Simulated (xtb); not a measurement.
BN, triplet, at a GFN2-xTB geometry, atoms displaced at random by about 0.1 Å a coordinate; GFN2-xTB (xtb).

Here is a job for xtb.
```
$ xtb mol.xyz --gfn 2 --uhf 2 --opt --json

# file mol.xyz
2

B      0.11240075    -0.05909980    -0.80891572
N     -0.02994673    -0.05091943     0.59758021
```

The log (banner, timings and long lists left out):

```
   ID    Z sym.   atoms
    1    5 B      1
    2    7 N      2

           -------------------------------------------------
          |                Calculation Setup                |
           -------------------------------------------------

           -------------------------------------------------
          |                 G F N 2 - x T B                 |
           -------------------------------------------------

          ...................................................
          :                      SETUP                      :
          :.................................................:
          :  # basis functions                   8          :
          :  # atomic orbitals                   8          :
          :  # shells                            4          :
          :  # electrons                         8          :
          :  max. iterations                   250          :
          :  Hamiltonian                  GFN2-xTB          :
          :  restarted?                      false          :
          :  GBSA solvation                  false          :
          :  PC potential                    false          :
          :  electronic temp.          300.0000000     K    :
          :  accuracy                    1.0000000          :
          :  -> integral cutoff          0.2500000E+02      :
          :  -> integral neglect         0.1000000E-07      :
          :  -> SCF convergence          0.1000000E-05 Eh   :
          :  -> wf. convergence          0.1000000E-03 e    :
          :  Broyden damping             0.4000000          :
          :  net charge                          0          :
          :  unpaired electrons                  2          :
          ...................................................

 iter      E             dE          RMSdq      gap      omega  full diag
   1     -3.8870056 -0.388701E+01  0.158E+01    2.94       0.0  T
   2     -3.8422242  0.447815E-01  0.877E+00    2.69       1.0  T
   3     -3.4642082  0.378016E+00  0.133E+01    3.15       1.0  T
   4     -3.8843542 -0.420146E+00  0.690E+00    3.08       1.0  T
   5     -3.8806752  0.367897E-02  0.735E+00    3.07       1.0  T
   6     -3.9269968 -0.463216E-01  0.126E+00    3.23       1.0  T
   7     -3.9203533  0.664348E-02  0.506E+00    3.15       1.0  T
   8     -3.9234788 -0.312552E-02  0.394E+00    3.17       1.0  T
   9     -3.9292788 -0.580000E-02  0.276E-01    3.21       1.0  T
  10     -3.9292838 -0.492553E-05  0.135E-01    3.21       1.0  T
  11     -3.9292872 -0.339426E-05  0.934E-02    3.21       1.0  T
  12     -3.9292889 -0.177147E-05  0.591E-02    3.21       1.2  T
  13     -3.9292903 -0.133633E-05  0.874E-03    3.21       8.1  T
  14     -3.9292903 -0.260639E-07  0.360E-04    3.21     196.3  T
  15     -3.9292903 -0.101841E-09  0.279E-04    3.21     253.7  T

   *** convergence criteria satisfied after 15 iterations ***

 transition dipole moment (au) for excitation:           4           5
     X       Y       Z
   0.2858   0.1588   0.0280  total (au/Debye):    0.328   0.834
 dE (eV)             :    1.951
 oscillator strength :  0.72780E-02

         :::::::::::::::::::::::::::::::::::::::::::::::::::::
         ::                     SUMMARY                     ::
         :::::::::::::::::::::::::::::::::::::::::::::::::::::
         :: total energy              -3.910825583111 Eh    ::
         :: gradient norm              0.184043364660 Eh/a0 ::
         :: HOMO-LUMO gap              3.206116039719 eV    ::
         ::.................................................::
         :: SCC energy                -3.929290288251 Eh    ::
         :: -> isotropic ES            0.018103211766 Eh    ::
         :: -> anisotropic ES          0.001395758128 Eh    ::
         :: -> anisotropic XC          0.006215763946 Eh    ::
         :: -> dispersion             -0.000362429384 Eh    ::
         :: repulsion energy           0.018464705140 Eh    ::
[...]
 * total energy  :    -3.9108256 Eh     change       -0.1674891E-09 Eh
 * total energy  :    -3.9316064 Eh     change       -0.2078082E-01 Eh
 * total energy  :    -3.9318672 Eh     change       -0.2607692E-03 Eh
 * total energy  :    -3.9322758 Eh     change       -0.4086453E-03 Eh
 * total energy  :    -3.9322786 Eh     change       -0.2801476E-05 Eh
   *** GEOMETRY OPTIMIZATION CONVERGED AFTER 5 ITERATIONS ***
[...]
 dE (eV)             :    2.682
 oscillator strength :  0.14599E+00

         :::::::::::::::::::::::::::::::::::::::::::::::::::::
         ::                     SUMMARY                     ::
         :::::::::::::::::::::::::::::::::::::::::::::::::::::
         :: total energy              -3.932278620902 Eh    ::
         :: gradient norm              0.000177633499 Eh/a0 ::
         :: HOMO-LUMO gap              4.136101744776 eV    ::
         ::.................................................::
         :: SCC energy                -3.987995575346 Eh    ::
         :: -> isotropic ES            0.018740962531 Eh    ::
         :: -> anisotropic ES          0.001223203511 Eh    ::
         :: -> anisotropic XC          0.002218928366 Eh    ::
         :: -> dispersion             -0.000361951661 Eh    ::
         :: repulsion energy           0.055716954444 Eh    ::
         :: add. restraining           0.000000000000 Eh    ::
         :: total charge               0.000000000938 e     ::
         :::::::::::::::::::::::::::::::::::::::::::::::::::::

           -------------------------------------------------
          |                Property Printout                |
           -------------------------------------------------

    * Orbital Energies and Occupations

         #    Occupation            Energy/Eh            Energy/eV
      -------------------------------------------------------------
         1        2.0000           -0.5931049             -16.1392
         2        1.7228           -0.4438915             -12.0789
         3        1.7228           -0.4438915             -12.0789
         4        1.5545           -0.4431891             -12.0598
         5        1.0000           -0.3446421              -9.3782 (HOMO)
         6                         -0.1926431              -5.2421 (LUMO)
         7                         -0.1926431              -5.2421
         8                          0.6354911              17.2926
      -------------------------------------------------------------
                  HL-Gap            0.1519989 Eh            4.1361 eV
             Fermi-level           -0.3558119 Eh           -9.6821 eV

     #   Z          covCN         q      C6AA      α(0)
     1   5 B        0.841     0.260    54.780    15.572
     2   7 N        0.841    -0.260    27.168     7.578

 Mol. C6AA /au·bohr⁶  :        154.422680
 Mol. C8AA /au·bohr⁸  :       4930.918255
 Mol. α(0) /au        :         23.149208

Wiberg/Mayer (AO) data.
largest (>0.10) Wiberg bond orders for each atom

 ---------------------------------------------------------------------------
     #   Z sym  total        # sym  WBO       # sym  WBO       # sym  WBO
 ---------------------------------------------------------------------------
     1   5 B    2.129 --     2 N    2.129
     2   7 N    2.129 --     1 B    2.129
 ---------------------------------------------------------------------------

Topologies differ in total number of bonds
Writing topology from bond orders to xtbtopo.mol

molecular dipole:
                 x           y           z       tot (Debye)
 q only:        0.063      -0.004      -0.621
   full:        0.077      -0.004      -0.761       1.945
molecular quadrupole (traceless):
                xx          xy          yy          xz          yz          zz
 q only:       -0.115      -0.010      -0.128      -0.091       0.098       0.243
  q+dip:       -0.643      -0.013      -0.675      -0.268       0.129       1.318
   full:        0.126      -0.012       0.118      -0.029       0.115      -0.244

optimized geometry written to: xtbopt.xyz

           -------------------------------------------------
          | TOTAL ENERGY               -3.932278620902 Eh   |
          | GRADIENT NORM               0.000177633499 Eh/α |
          | HOMO-LUMO GAP               4.136101744776 eV   |
           -------------------------------------------------

normal termination of xtb
```
